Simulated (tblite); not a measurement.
Run record: tight-binding relaxation, `ClCCO[CH2][GeH3]`.

Computed with GFN2-xTB geometry optimisation, gas phase (tblite 0.8.0). Start geometry: from a force field or distance geometry. The input is one job of a driver script: a line of settings, then coordinates in Å.

Command:
```bash
OMP_NUM_THREADS=1 python probes_run.py task.json out
```

Input:
```
{"job": {"kind": "relax", "xc": "GFN2-xTB", "basis": "xTB"}, "charge": 0, "multiplicity": 1}
Cl     3.983600    -0.208100     0.242800
C      2.382700     0.589900     0.406900
C      1.287100    -0.359000    -0.030100
O      0.033600     0.303200     0.105700
C     -0.999700    -0.571200    -0.293300
Ge    -2.706100     0.343600    -0.092700
H      2.238900     0.866600     1.477800
H      2.381600     1.512100    -0.198300
H      1.323100    -1.277100     0.597400
H      1.452100    -0.626600    -1.095300
H     -1.030600    -1.490900     0.323600
H     -0.892900    -0.842300    -1.373100
H     -2.903900     0.727100     1.409200
H     -3.844100    -0.595400    -0.545100
H     -2.709900     1.636100    -0.957400
```

Q: Give the output.

A: 
```
step      E/eV     max force
  0    -585.67622    1.208
  1    -585.75299    0.688
  2    -585.80813    0.393
  3    -585.81748    0.302
  4    -585.82691    0.206
  5    -585.82990    0.199
  6    -585.83306    0.158
  7    -585.83477    0.116
  8    -585.83681    0.120
  9    -585.83834    0.098
... (20 lines left out)
 30    -585.85917    0.056
 31    -585.85975    0.059
 32    -585.86022    0.049
 33    -585.86054    0.041
 34    -585.86079    0.038
 35    -585.86103    0.038
 36    -585.86120    0.033
 37    -585.86128    0.015
 38    -585.86130    0.010
 39    -585.86131    0.010
```

«max force» is the largest atomic force in eV/Å.

Q: From which step on does the largest force stay under 0.1 eV/Å, and how much energy is left to gain from there?

A: From step 27 (0.081 eV/Å), 4.1 meV above the end.

Main results: energy lowered by 4.3 kcal/mol over 39 steps; largest atomic force 0.010 eV/Å at the end.

The run took 0.25 s on Arm Neoverse V1, one thread, on a shared host.
Labels such as C1 count atoms from 1, the log's own numbers from 0.
